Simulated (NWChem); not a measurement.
C₃H₂FN; SMILES N#C/C=C/F

All runs: NWChem. Medium grid unless said otherwise, to which SCAN and Minnesota functionals are sensitive. Geometry: optimised at PBE0/def2-SVP. B3LYP is NWChem's, with the RPA form of VWN correlation.

Problem. Order these by “orbital gap (eV)”, lowest first: MPW1K/def2-SVP; PBE/def2-SVP; TPSSh/def2-SVP; B3LYP/def2-SVP; M05-2X/def2-SVP.

Solution. PBE/def2-SVP (4.55), TPSSh/def2-SVP (5.57), B3LYP/def2-SVP (6.25), MPW1K/def2-SVP (8.28), M05-2X/def2-SVP (9.08)
